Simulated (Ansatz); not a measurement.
Calculated with Ansatz (gas phase, PBE0-D4/def2-TZVP geometries, no zero-point term in ΔE). CCSD(T)/CBS adds triple-zeta CCSD(T) − MP2 to the extrapolated MP2 energy (def2 sets, frozen cores). This one scheme is used for every species. DFT in def2-TZVPP. B3LYP here is the variant with VWN-RPA as its local correlation; programs differ in this. HSE06 is defined as in plane-wave codes. def2 core potentials past Kr. For Hf outer-core shells are correlated without core-valence functions, which leaves a few kJ/mol of doubt a bond. One conformer a species, not always the lowest.

`CC(C)(C)[NH][Hf]([F])([F])[F]` + H₂S → `CC(C)(C)S` + `[NH2][Hf]([F])([F])[F]`  (substitution at a C–N bond)

`CC(C)(C)[NH][Hf]([F])([F])[F]`:

```xyz
19

C     0.604   -1.051   -0.705
C    -0.515   -0.170   -0.157
C    -1.444   -1.004    0.720
C    -1.298    0.445   -1.314
N     0.103    0.889    0.642
Hf    2.063    1.193    0.996
F     2.155    2.741    2.104
F     2.994    1.464   -0.657
F     2.816   -0.336    1.873
H     0.199   -1.863   -1.312
H     1.282   -0.478   -1.347
H     1.177   -1.514    0.107
H    -1.915   -1.805    0.144
H    -0.890   -1.451    1.548
H    -2.239   -0.381    1.139
H    -0.638    1.040   -1.949
H    -2.089    1.100   -0.937
H    -1.767   -0.329   -1.927
H    -0.599    1.508    1.033
```

H₂S:

Z-matrix (Å, degrees):
```
S
H 1 1.341
H 1 1.341 2 92.3
```

`CC(C)(C)S`:

Z-matrix (Å, degrees):
```
C
C 1 1.522
H 1 1.095 2 110.0
H 1 1.091 2 111.0 3 120.1
H 1 1.093 2 111.2 3 -119.4
C 2 1.524 1 110.4 3 -62.0
C 2 1.522 1 110.7 3 60.5
S 2 1.836 1 110.1 3 -177.5
H 6 1.092 2 111.2 1 -179.2
H 6 1.092 2 111.2 1 -58.2
H 6 1.093 2 109.5 1 61.3
H 7 1.095 2 110.0 1 -60.5
H 7 1.091 2 111.0 1 179.3
H 7 1.093 2 111.2 1 58.9
H 8 1.343 2 96.7 1 -61.2
```

`[NH2][Hf]([F])([F])[F]`:

```xyz
7

N     0.164   -0.476   -1.138
Hf   -0.100    0.280    0.713
F    -1.928    0.062    1.212
F     1.108   -0.632    1.871
F     0.258    2.156    0.700
H     0.919   -1.089   -1.414
H    -0.421   -0.301   -1.943
```

```json
{"level": "LDA (SPW92)", "ΔE (kJ/mol)": "-0.5", "difference from CCSD(T)/CBS": "5.1"}
{"level": "PBE-D4", "ΔE (kJ/mol)": "-9.9", "difference from CCSD(T)/CBS": "-4.3"}
{"level": "revPBE-D4", "ΔE (kJ/mol)": "-12.3", "difference from CCSD(T)/CBS": "-6.7"}
{"level": "BLYP-D4", "ΔE (kJ/mol)": "-9.8", "difference from CCSD(T)/CBS": "-4.2"}
{"level": "r2SCAN-D4", "ΔE (kJ/mol)": "-7.1", "difference from CCSD(T)/CBS": "-1.5"}
{"level": "B97M-V", "ΔE (kJ/mol)": "-5.1", "difference from CCSD(T)/CBS": "0.5"}
{"level": "PBE0-D4", "ΔE (kJ/mol)": "-8.7", "difference from CCSD(T)/CBS": "-3.1"}
{"level": "B3LYP-D4", "ΔE (kJ/mol)": "-8.1", "difference from CCSD(T)/CBS": "-2.5"}
{"level": "r2SCANh-D4", "ΔE (kJ/mol)": "-7.1", "difference from CCSD(T)/CBS": "-1.5"}
{"level": "HSE06-D4", "ΔE (kJ/mol)": "-9.0", "difference from CCSD(T)/CBS": "-3.4"}
{"level": "BHLYP-D4", "ΔE (kJ/mol)": "-5.6", "difference from CCSD(T)/CBS": "0.0"}
{"level": "CAM-B3LYP-D4", "ΔE (kJ/mol)": "-4.7", "difference from CCSD(T)/CBS": "0.9"}
{"level": "ωB97X-V", "ΔE (kJ/mol)": "-5.0", "difference from CCSD(T)/CBS": "0.6"}
{"level": "ωB97M-V", "ΔE (kJ/mol)": "-6.1", "difference from CCSD(T)/CBS": "-0.5"}
{"level": "B2PLYP", "ΔE (kJ/mol)": "-9.1", "difference from CCSD(T)/CBS": "-3.5"}
{"level": "PBE-QIDH", "ΔE (kJ/mol)": "-7.4", "difference from CCSD(T)/CBS": "-1.8"}
{"level": "revPBE", "ΔE (kJ/mol)": "-19.0", "difference from CCSD(T)/CBS": "-13.4"}
{"level": "BLYP", "ΔE (kJ/mol)": "-15.8", "difference from CCSD(T)/CBS": "-10.2"}
{"level": "r2SCAN", "ΔE (kJ/mol)": "-8.8", "difference from CCSD(T)/CBS": "-3.2"}
{"level": "PBE0", "ΔE (kJ/mol)": "-12.4", "difference from CCSD(T)/CBS": "-6.8"}
{"level": "r2SCANh", "ΔE (kJ/mol)": "-9.0", "difference from CCSD(T)/CBS": "-3.4"}
{"level": "r2SCAN0", "ΔE (kJ/mol)": "-9.2", "difference from CCSD(T)/CBS": "-3.6"}
{"level": "HSE06", "ΔE (kJ/mol)": "-12.5", "difference from CCSD(T)/CBS": "-6.9"}
{"level": "BHLYP", "ΔE (kJ/mol)": "-10.5", "difference from CCSD(T)/CBS": "-4.9"}
{"level": "CAM-B3LYP", "ΔE (kJ/mol)": "-8.7", "difference from CCSD(T)/CBS": "-3.1"}
{"level": "LC-ωPBE", "ΔE (kJ/mol)": "-10.8", "difference from CCSD(T)/CBS": "-5.2"}
{"level": "HF/def2-SVP", "ΔE (kJ/mol)": "1.4", "difference from CCSD(T)/CBS": "7.0"}
{"level": "MP2/def2-SVP", "ΔE (kJ/mol)": "12.8", "difference from CCSD(T)/CBS": "18.4"}
{"level": "CCSD/def2-SVP", "ΔE (kJ/mol)": "15.2", "difference from CCSD(T)/CBS": "20.8"}
{"level": "CCSD(T)/def2-SVP", "ΔE (kJ/mol)": "16.9", "difference from CCSD(T)/CBS": "22.5"}
{"level": "HF/def2-TZVPP", "ΔE (kJ/mol)": "-12.1", "difference from CCSD(T)/CBS": "-6.5"}
{"level": "MP2/def2-TZVPP", "ΔE (kJ/mol)": "-3.2", "difference from CCSD(T)/CBS": "2.4"}
{"level": "SCS-MP2/def2-TZVPP", "ΔE (kJ/mol)": "-3.6", "difference from CCSD(T)/CBS": "2.0"}
{"level": "CCSD/def2-TZVPP", "ΔE (kJ/mol)": "0.6", "difference from CCSD(T)/CBS": "6.2"}
{"level": "CCSD(T)/def2-TZVPP", "ΔE (kJ/mol)": "1.8", "difference from CCSD(T)/CBS": "7.4"}
{"level": "HF/def2-QZVPP", "ΔE (kJ/mol)": "-13.0", "difference from CCSD(T)/CBS": "-7.4"}
{"level": "MP2/def2-QZVPP", "ΔE (kJ/mol)": "-7.7", "difference from CCSD(T)/CBS": "-2.1"}
{"level": "SCS-MP2/def2-QZVPP", "ΔE (kJ/mol)": "-8.1", "difference from CCSD(T)/CBS": "-2.5"}
{"level": "HF/CBS(def2)", "ΔE (kJ/mol)": "-13.1", "difference from CCSD(T)/CBS": "-7.5"}
{"level": "CCSD/CBS(def2)", "ΔE (kJ/mol)": "-6.8", "difference from CCSD(T)/CBS": "-1.2"}
{"level": "CCSD(T)/CBS", "ΔE (kJ/mol)": "-5.6", "difference from CCSD(T)/CBS": "0"}
```

Largest T1 diagnostic among the species: 0.016.

At CCSD(T), def2-SVP lies +22.5 kJ/mol from the extrapolated value and def2-TZVPP +7.4 kJ/mol. From BLYP to BHLYP (50 % exact exchange), in def2-TZVPP and without D4, ΔE moves by +5.3 kJ/mol. The D4 term adds +5.2 kJ/mol with B3LYP and +3.6 kJ/mol with PBE0; it sums over pairs of atoms, weighted by their polarisabilities, and B3LYP, whose exchange is more repulsive, gets the larger term.

CCSD(T)/CBS has its own doubt, a few kJ/mol and more with outer-core shells, so smaller differences from it don't rank the levels.
